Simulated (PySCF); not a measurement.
COS, triplet, at a GFN2-xTB geometry (a higher spin typed on purpose: for a closed-shell molecule this is an excited state); TPSS/6-31G* in PySCF.

Input for PySCF:
```python
from pyscf import gto, scf, dft

mol = gto.M(
    atom='''
O    -1.61038921   -0.05734526   -0.06614538
C    -0.58674147    0.48825900    0.14288258
S     1.02522266   -0.15442449   -0.02050827
''',
    basis='6-31g*',
    spin=2,
    verbose=4,
    symmetry=True,
)

mf = dft.UKS(mol)
mf.xc = 'tpss'
mf.irrep_nelec = {"A'": (12, 11), 'A"': (4, 3)}
mf.kernel()
mf.analyze()
```

### Question
Write the output that PySCF gives for this input, abridged.

### Answer

```
PySCF version 2.14.0

[INPUT] verbose = 4
[INPUT] num. atoms = 3
[INPUT] num. electrons = 30
[INPUT] charge = 0
[INPUT] spin (= nelec alpha-beta = 2S) = 2
[INPUT] symmetry True subgroup None
[INPUT] Mole.unit = angstrom
[INPUT] Symbol           X                Y                Z      unit          X                Y                Z       unit  Magmom
[INPUT]  1 O     -1.610389210000  -0.057345260000  -0.066145380000 AA   -3.043194560855  -0.108366835942  -0.124996652605 Bohr   0.0
[INPUT]  2 C     -0.586741470000   0.488259000000   0.142882580000 AA   -1.108780684225   0.922675787854   0.270008944171 Bohr   0.0
[INPUT]  3 S      1.025222660000  -0.154424490000  -0.020508270000 AA    1.937390044098  -0.291819993026  -0.038755013589 Bohr   0.0

nuclear repulsion = 76.3740882155834
point group symmetry = Cs
symmetry origin: [3.77945248e-09 5.03926965e-09 7.55890450e-09]
symmetry axis x: [-0.0874497  -0.94579912 -0.3127564 ]
symmetry axis y: [ 9.95777572e-01 -9.17950506e-02 -8.33779440e-04]
symmetry axis z: [-0.0279209  -0.31150872  0.94983301]
num. orbitals of irrep A' = 33
num. orbitals of irrep A" = 13
number of shells = 20
number of NR pGTOs = 105
number of NR cGTOs = 46
basis = 6-31g*
ecp = {}

******** <class 'pyscf.dft.uks_symm.SymAdaptedUKS'> ********
method = SymAdaptedUKS
initial guess = minao
damping factor = 0
level_shift factor = 0
DIIS = <class 'pyscf.scf.diis.CDIIS'>
diis_start_cycle = 1
diis_space = 8
diis_damp = 0
SCF conv_tol = 1e-09
SCF conv_tol_grad = None
SCF max_cycles = 50
direct_scf = True
direct_scf_tol = 1e-13
number electrons alpha = 16  beta = 14
irrep_nelec {"A'": (12, 11), 'A"': (4, 3)}
XC library pyscf.dft.libxc version 7.1.2
    S. Lehtola, C. Steigemann, M. J. T. Oliveira, and M. A. L. Marques,  SoftwareX 7, 1–5 (2018)
XC functionals = tpss
    J. Tao, J. P. Perdew, V. N. Staroverov, and G. E. Scuseria,  Phys. Rev. Lett. 91, 146401 (2003)
    J. P. Perdew, J. Tao, V. N. Staroverov, and G. E. Scuseria,  J. Chem. Phys. 120, 6898 (2004)
    J. Tao, J. P. Perdew, V. N. Staroverov, and G. E. Scuseria,  Phys. Rev. Lett. 91, 146401 (2003)
    J. P. Perdew, J. Tao, V. N. Staroverov, and G. E. Scuseria,  J. Chem. Phys. 120, 6898 (2004)
radial grids:
    Treutler-Ahlrichs [JCP 102, 346 (1995); DOI:10.1063/1.469408] (M4) radial grids

becke partition: Becke, JCP 88, 2547 (1988); DOI:10.1063/1.454033
pruning grids: <function nwchem_prune>
grids dens level: 3
symmetrized grids: True
atomic radii adjust function: <function treutler_atomic_radii_adjust>
small_rho_cutoff = 0
Freeze 30 electrons in irreps ["A'", 'A"']
    0 free electrons in irreps
Set gradient conv threshold to 3.16228e-05
tot grids = 47080
init E= -511.785990152963

cycle= 1 E= -511.214983303034  delta_E= 0.571  |g|= 0.517  |ddm|= 1.76

cycle= 2 E= -509.201031475512  delta_E= 2.01  |g|= 1.86  |ddm|= 1.72

cycle= 3 E= -511.329060605994  delta_E= -2.13  |g|= 0.0848  |ddm|= 1.55

cycle= 4 E= -511.329716032816  delta_E= -0.000655  |g|= 0.0833  |ddm|= 0.233

cycle= 5 E= -511.334448849499  delta_E= -0.00473  |g|= 0.0293  |ddm|= 0.131

cycle= 6 E= -511.334948543192  delta_E= -0.0005  |g|= 0.0039  |ddm|= 0.0334

cycle= 7 E= -511.334957634891  delta_E= -9.09e-06  |g|= 0.00178  |ddm|= 0.00707

cycle= 8 E= -511.334959630612  delta_E= -2e-06  |g|= 0.000324  |ddm|= 0.00212

cycle= 9 E= -511.334959720857  delta_E= -9.02e-08  |g|= 8.63e-05  |ddm|= 0.00052

cycle= 10 E= -511.334959735283  delta_E= -1.44e-08  |g|= 4.35e-05  |ddm|= 0.000212

cycle= 11 E= -511.334959739221  delta_E= -3.94e-09  |g|= 2.37e-05  |ddm|= 0.000112

cycle= 12 E= -511.334959740815  delta_E= -1.59e-09  |g|= 7.27e-06  |ddm|= 9.42e-05

cycle= 13 E= -511.334959740926  delta_E= -1.11e-10  |g|= 2.73e-06  |ddm|= 2.62e-05

Extra cycle  E= -511.33495974092  delta_E= 6.14e-12  |g|= 5.19e-06  |ddm|= 7.44e-06
converged SCF energy = -511.33495974092  <S^2> = 2.006471  2S+1 = 3.0043109
**** SCF Summaries ****
Total Energy =                        -511.334959740919771
Nuclear Repulsion Energy =              76.374088215583356
One-electron Energy =                 -855.219791713624318
Two-electron Energy =                  267.510743757121247
Two-electron Coulomb Energy =          307.169236051062740
DFT Exchange-Correlation Energy =      -39.658492293941507
Wave-function symmetry = A"
alpha occupancy for each irrep:     A'   A"
                                    12    4
beta  occupancy for each irrep:     A'   A"
                                    11    3
**** MO energy ****
alpha MO #1 (A' #1), energy= -88.4374800164994 occ= 1
alpha MO #2 (A' #2), energy= -18.9743796685476 occ= 1
alpha MO #3 (A' #3), energy= -10.0910115346028 occ= 1
alpha MO #4 (A' #4), energy= -7.81467179207977 occ= 1
alpha MO #5 (A' #5), energy= -5.80048340829527 occ= 1
alpha MO #6 (A' #6), energy= -5.7960898783002 occ= 1
alpha MO #7 (A" #1), energy= -5.7817320003497 occ= 1
alpha MO #8 (A' #7), energy= -1.0403869061152 occ= 1
alpha MO #9 (A' #8), energy= -0.741845354672544 occ= 1
alpha MO #10 (A' #9), energy= -0.504942437621502 occ= 1
alpha MO #11 (A' #10), energy= -0.428211984038917 occ= 1
alpha MO #12 (A" #2), energy= -0.407638978907658 occ= 1
alpha MO #13 (A' #11), energy= -0.407022076777086 occ= 1
alpha MO #14 (A' #12), energy= -0.307474026367663 occ= 1
alpha MO #15 (A" #3), energy= -0.275983830044982 occ= 1
alpha MO #16 (A" #4), energy= -0.0805066426375336 occ= 1
alpha MO #17 (A' #13), energy= -0.171659897206461 occ= 0
alpha MO #18 (A' #14), energy= 0.0270127444202841 occ= 0
alpha MO #19 (A' #15), energy= 0.193220511614675 occ= 0
alpha MO #20 (A' #16), energy= 0.258740933099848 occ= 0
alpha MO #21 (A' #17), energy= 0.304099627906767 occ= 0
alpha MO #22 (A" #5), energy= 0.329161454513554 occ= 0
alpha MO #23 (A' #18), energy= 0.340164885098641 occ= 0
alpha MO #24 (A" #6), energy= 0.492670727789989 occ= 0
alpha MO #25 (A' #19), energy= 0.503453031664738 occ= 0
alpha MO #26 (A' #20), energy= 0.649527143366512 occ= 0
alpha MO #27 (A' #21), energy= 0.651672810847014 occ= 0
alpha MO #28 (A" #7), energy= 0.654107098197715 occ= 0
alpha MO #29 (A" #8), energy= 0.711162436715262 occ= 0
alpha MO #30 (A' #22), energy= 0.717898060996934 occ= 0
alpha MO #31 (A' #23), energy= 0.815980580722361 occ= 0
alpha MO #32 (A' #24), energy= 0.865664382529492 occ= 0
alpha MO #33 (A' #25), energy= 0.903755737327717 occ= 0
alpha MO #34 (A" #9), energy= 0.927285658735241 occ= 0
alpha MO #35 (A' #26), energy= 0.980680408234552 occ= 0
alpha MO #36 (A' #27), energy= 1.45839061971428 occ= 0
alpha MO #37 (A" #10), energy= 1.46867497455897 occ= 0
alpha MO #38 (A" #11), energy= 1.51224406650623 occ= 0
alpha MO #39 (A' #28), energy= 1.57780707928962 occ= 0
alpha MO #40 (A' #29), energy= 1.70634709139628 occ= 0
alpha MO #41 (A" #12), energy= 1.90586259044907 occ= 0
alpha MO #42 (A' #30), energy= 2.02739961294996 occ= 0
alpha MO #43 (A' #31), energy= 2.28660453724807 occ= 0
alpha MO #44 (A" #13), energy= 2.51971131650024 occ= 0
alpha MO #45 (A' #32), energy= 2.59732200436416 occ= 0
alpha MO #46 (A' #33), energy= 2.89174909592679 occ= 0
beta  MO #1 (A' #1), energy= -88.4325684276014 occ= 1
beta  MO #2 (A' #2), energy= -18.9629836832491 occ= 1
beta  MO #3 (A' #3), energy= -10.0791228697631 occ= 1
beta  MO #4 (A' #4), energy= -7.81016379471077 occ= 1
beta  MO #5 (A' #5), energy= -5.79397351509453 occ= 1
beta  MO #6 (A' #6), energy= -5.78703190506239 occ= 1
beta  MO #7 (A" #1), energy= -5.7779439926194 occ= 1
beta  MO #8 (A' #7), energy= -1.02147180495332 occ= 1
beta  MO #9 (A' #8), energy= -0.708551168704443 occ= 1
beta  MO #10 (A' #9), energy= -0.475280878220175 occ= 1
beta  MO #11 (A' #10), energy= -0.411297560117187 occ= 1
beta  MO #12 (A' #11), energy= -0.379705611867036 occ= 1
beta  MO #13 (A" #2), energy= -0.360562198779951 occ= 1
beta  MO #14 (A" #3), energy= -0.253056621060852 occ= 1
beta  MO #15 (A' #12), energy= -0.235870552890908 occ= 0
beta  MO #16 (A' #13), energy= -0.142277409009288 occ= 0
beta  MO #17 (A" #4), energy= -0.00557402991983702 occ= 0
beta  MO #18 (A' #14), energy= 0.0522525228489257 occ= 0
beta  MO #19 (A' #15), energy= 0.21477518618638 occ= 0
beta  MO #20 (A' #16), energy= 0.279004047782516 occ= 0
beta  MO #21 (A' #17), energy= 0.339020067210436 occ= 0
beta  MO #22 (A" #5), energy= 0.340994696204314 occ= 0
beta  MO #23 (A' #18), energy= 0.357426029827006 occ= 0
beta  MO #24 (A' #19), energy= 0.522690269273648 occ= 0
beta  MO #25 (A" #6), energy= 0.543133990009423 occ= 0
beta  MO #26 (A' #20), energy= 0.67122089523187 occ= 0
beta  MO #27 (A" #7), energy= 0.715186804480298 occ= 0
beta  MO #28 (A' #21), energy= 0.717450593421675 occ= 0
beta  MO #29 (A" #8), energy= 0.734909386356608 occ= 0
beta  MO #30 (A' #22), energy= 0.754305980437215 occ= 0
beta  MO #31 (A' #23), energy= 0.843044618083371 occ= 0
beta  MO #32 (A' #24), energy= 0.885955047186727 occ= 0
beta  MO #33 (A' #25), energy= 0.929084405788118 occ= 0
beta  MO #34 (A" #9), energy= 0.956533006423655 occ= 0
beta  MO #35 (A' #26), energy= 1.0030443119362 occ= 0
beta  MO #36 (A' #27), energy= 1.48608746791745 occ= 0
beta  MO #37 (A" #10), energy= 1.50651267936292 occ= 0
beta  MO #38 (A" #11), energy= 1.54612156573417 occ= 0
beta  MO #39 (A' #28), energy= 1.59717266378991 occ= 0
beta  MO #40 (A' #29), energy= 1.72773048340714 occ= 0
beta  MO #41 (A" #12), energy= 1.94958702459255 occ= 0
beta  MO #42 (A' #30), energy= 2.07455399648888 occ= 0
beta  MO #43 (A' #31), energy= 2.32021799084822 occ= 0
beta  MO #44 (A" #13), energy= 2.5622098909753 occ= 0
beta  MO #45 (A' #32), energy= 2.61704493677965 occ= 0
beta  MO #46 (A' #33), energy= 2.90967411485035 occ= 0
 ** Mulliken pop alpha/beta on meta-lowdin orthogonal AOs **
 ** Mulliken pop       alpha | beta **
In total            16.00000 | 14.00000
 ** Mulliken atomic charges   ( Nelec_alpha | Nelec_beta ) **
charge of  0O =     -0.17603  (     4.28143      3.89460 )
charge of  1C =     -0.00656  (     3.34251      2.66405 )
charge of  2S =      0.18259  (     8.37606      7.44135 )
Dipole moment(X, Y, Z, Debye):  1.38827,  0.27335,  0.13046
```
